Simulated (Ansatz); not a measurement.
Relaxation of CH10O2Si3 (16 atoms, charge 0, multiplicity 1), to a largest force component of 0.015 eV/Å in at most 40 steps.

Method: Ansatz, RHF/6-31G*.

```xyz
16
Properties=species:S:1:pos:R:3
O -1.010 -1.772 -0.769
C 0.189 -2.204 -0.260
Si 1.089 -1.079 0.922
O 1.545 0.428 0.303
Si 0.781 1.550 -0.704
Si -1.344 2.174 0.027
H -1.668 -1.694 -0.040
H 0.876 -2.379 -1.129
H 0.005 -3.150 0.263
H 2.384 -1.727 1.399
H 0.258 -0.877 2.155
H 0.754 1.022 -2.051
H 1.611 2.781 -0.727
H -2.039 3.064 -0.938
H -2.191 0.932 0.241
H -1.264 2.906 1.351
```

Question: Where does it end, and by what steps?

Answer: It converged. After 16 steps the energy has fallen by 0.395 eV; H15 moved furthest, 0.33 Å.

```json
{"step": "0", "energy less start (eV)": "0.0000", "largest force component (eV/Å)": "2.683", "accepted": "yes"}
{"step": "1", "energy less start (eV)": "-0.2851", "largest force component (eV/Å)": "0.940", "accepted": "yes"}
{"step": "2", "energy less start (eV)": "-0.3474", "largest force component (eV/Å)": "0.412", "accepted": "yes"}
{"step": "3", "energy less start (eV)": "-0.3659", "largest force component (eV/Å)": "0.211", "accepted": "yes"}
{"step": "4", "energy less start (eV)": "-0.3844", "largest force component (eV/Å)": "0.159", "accepted": "yes"}
{"step": "5", "energy less start (eV)": "-0.3896", "largest force component (eV/Å)": "0.134", "accepted": "yes"}
{"step": "6", "energy less start (eV)": "-0.3908", "largest force component (eV/Å)": "0.070", "accepted": "yes"}
{"step": "7", "energy less start (eV)": "-0.3924", "largest force component (eV/Å)": "0.117", "accepted": "yes"}
{"step": "8", "energy less start (eV)": "-0.3934", "largest force component (eV/Å)": "0.059", "accepted": "yes"}
{"step": "9", "energy less start (eV)": "-0.3935", "largest force component (eV/Å)": "0.050", "accepted": "yes"}
{"step": "10", "energy less start (eV)": "-0.3936", "largest force component (eV/Å)": "0.041", "accepted": "yes"}
{"step": "11", "energy less start (eV)": "-0.3943", "largest force component (eV/Å)": "0.022", "accepted": "yes"}
{"step": "12", "energy less start (eV)": "-0.3945", "largest force component (eV/Å)": "0.020", "accepted": "yes"}
{"step": "13", "energy less start (eV)": "-0.3947", "largest force component (eV/Å)": "0.028", "accepted": "yes"}
{"step": "14", "energy less start (eV)": "-0.3948", "largest force component (eV/Å)": "0.023", "accepted": "yes"}
{"step": "15", "energy less start (eV)": "-0.3949", "largest force component (eV/Å)": "0.018", "accepted": "yes"}
{"step": "16", "energy less start (eV)": "-0.3949", "largest force component (eV/Å)": "0.009", "accepted": "yes"}
```

```xyz
16
Properties=species:S:1:pos:R:3
O -0.955 -1.732 -0.672
C 0.292 -2.277 -0.262
Si 1.138 -1.132 0.988
O 1.285 0.362 0.349
Si 0.702 1.514 -0.670
Si -1.403 2.313 0.016
H -1.588 -1.824 0.026
H 0.889 -2.356 -1.164
H 0.170 -3.292 0.114
H 2.471 -1.649 1.350
H 0.294 -1.069 2.201
H 0.622 0.983 -2.044
H 1.665 2.633 -0.676
H -1.938 3.237 -1.009
H -2.371 1.212 0.206
H -1.295 3.054 1.292
```

Time of the run: 42 s on 2 threads of Arm Neoverse V2, with other jobs on the host, peak memory 0.3 GiB.
